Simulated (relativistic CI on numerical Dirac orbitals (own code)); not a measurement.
# Ni⁴⁺: M2,3 absorption edge

Computed with this model: Dirac-Coulomb-Breit CI, orbitals from a KLI potential per configuration, a model potential for QED, valence Slater integrals scaled by 0.8, multiplet model of core-to-valence dipole absorption; configurations [Ar] 3d6 → [Ne] 3s2 3p5 3d7; 300 K; Lorentzian 0.48 eV and Gaussian 0.3 eV FWHM. Energies are those of the free ion, without screening or charge transfer. The branching ratio is the share of the lower-energy edge in the whole absorption, uncertain by about 0.02 where the edges overlap. S is read from ⟨S²⟩ = S(S + 1).

Field parameters in Wybourne normalisation: D4h B²₀ = −7Ds, B⁴₀ = 21(Dq − Dt), B⁴₄ = 21√(5/14) Dq; Oh B⁴₀ = 21Dq, B⁴₄ = √(5/14) B⁴₀. The field is a parameter set, without covalency.

Computed curve for D4h, 10Dq = 22800, Ds = -860, Dt = -70 cm⁻¹, scaled to 100 at the maximum (points under 2 are left out and the grid is thinned):

| Energy (eV) | Intensity |
| --- | --- |
| 68.8 | 2.1 |
| 69.1 | 2.1 |
| 69.7 | 2.7 |
| 70.0 | 5.1 |
| 70.3 | 6.1 |
| 70.7 | 4.8 |
| 71.0 | 4.3 |
| 71.3 | 4.9 |
| 71.7 | 7.9 |
| 72.0 | 15.9 |
| 72.3 | 33.1 |
| 72.7 | 30.5 |
| 73.0 | 15.9 |
| 73.3 | 11.2 |
| 73.7 | 14.6 |
| 74.0 | 14.6 |
| 74.3 | 10.1 |
| 74.6 | 7.9 |
| 75.0 | 8.7 |
| 75.3 | 13.3 |
| 75.6 | 15.9 |
| 76.0 | 10.2 |
| 76.3 | 9.1 |
| 76.6 | 10.6 |
| 77.0 | 16.0 |
| 77.3 | 25.3 |
| 77.6 | 53.1 |
| 78.0 | 100.0 |
| 78.3 | 58.5 |
| 78.6 | 22.0 |
| 79.0 | 8.9 |
| 79.3 | 6.3 |
| 79.6 | 5.1 |
| 80.0 | 4.0 |
| 80.3 | 3.6 |
| 80.6 | 2.9 |
| 81.0 | 2.4 |
| 81.3 | 2.2 |
| 82.2 | 2.3 |
| 82.6 | 2.7 |
| 82.9 | 3.7 |
| 83.2 | 7.2 |
| 83.6 | 14.7 |
| 83.9 | 16.0 |
| 84.2 | 19.4 |
| 84.5 | 14.7 |
| 84.9 | 16.1 |
| 85.2 | 28.0 |
| 85.5 | 50.1 |
| 85.9 | 32.8 |
| 86.2 | 12.1 |
| 86.5 | 5.8 |
| 86.9 | 3.2 |
| 87.2 | 2.4 |
| 87.5 | 2.1 |
| 88.1 | 2.4 |
| 88.6 | 2.1 |
| 88.9 | 3.8 |
| 89.3 | 4.7 |
| 89.6 | 2.3 |

The ground state has S = 0.05, and the centroid lies at 78.74 eV.
